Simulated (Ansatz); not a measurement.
`CBC(O)(F)F` at its PBE0-D4/def2-TZVP geometry, where that method's forces vanish. Total charge 0; spin multiplicity 1.

```xyz
11

C     1.1057    1.1182    0.4407
B     0.5228   -0.1767   -0.1529
C    -1.0499   -0.4437   -0.2510
O    -1.4340   -1.6362    0.3018
F    -1.3966   -0.4156   -1.5856
F    -1.8140    0.4919    0.3463
H     2.1272    1.0316    0.8119
H     0.4615    1.5991    1.1787
H     1.1486    1.8125   -0.4167
H     1.2019   -1.0502   -0.6149
H    -0.8733   -2.3311   -0.0582
```

(1) What forces (eV/Å) does B3LYP-D4/def2-TZVPP give on these atoms in Ansatz 0.2.0? (An estimate is asked.)

## Answers

(1) Computed: 
```
C1   0.019  0.065  0.010
B2   0.085 -0.117 -0.057
C3   0.406  0.026  0.098
O4  -0.066 -0.317  0.116
F5  -0.116  0.012 -0.444
F6  -0.244  0.318  0.196
H7  -0.046  0.012 -0.006
H8   0.047 -0.019 -0.026
H9   0.008 -0.005  0.035
H10 -0.071  0.096  0.051
H11 -0.023 -0.071  0.026
```

B3LYP here is the variant with VWN-RPA as its local correlation; programs differ in this.
